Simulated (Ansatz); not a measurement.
C$_{2}$H$_{4}$O$_{3}$Si, SMILES `O=C(O)C(=O)[SiH3]`, relaxed with RKS PBE0-D4/def2-TZVP in the Gaussian-basis code of Ansatz from a PBE-D4/def2-SVP geometry. The force threshold is 0.005 eV/Å; the program also tests the step.

The species carries charge 0 and has multiplicity 1.

Start:

```xyz
10

O    -1.245    0.284   -1.223
C    -0.215    0.852   -0.902
O     0.276    1.956   -1.483
C     0.653    0.314    0.261
O     1.672    0.874    0.615
Si   -0.073   -1.319    1.072
H    -0.355    2.198   -2.197
H    -1.422   -1.035    1.669
H     0.893   -1.721    2.148
H    -0.183   -2.404    0.040
```

Question: How much energy does the relaxation release, and in how many steps? (Best estimate.)

Answer: The calculation gave: 5.36 kJ/mol, in 6 steps.

Question: Which bonds change most? (Best estimate.)

Answer: Ansatz gave: C4–Si6 from 1.962 to 1.938 Å; Si6–H8 from 1.502 to 1.483 Å; Si6–H10 from 1.502 to 1.483 Å; Si6–H9 from 1.500 to 1.482 Å.

Question: Give the relaxed structure. (An estimate is asked.)

Answer: Ansatz gave: 
```xyz
10

O    -1.232    0.283   -1.210
C    -0.216    0.845   -0.896
O     0.265    1.939   -1.466
C     0.641    0.296    0.256
O     1.655    0.841    0.596
Si   -0.073   -1.312    1.069
H    -0.349    2.194   -2.171
H    -1.410   -1.018    1.640
H     0.883   -1.688    2.137
H    -0.163   -2.380    0.045
```
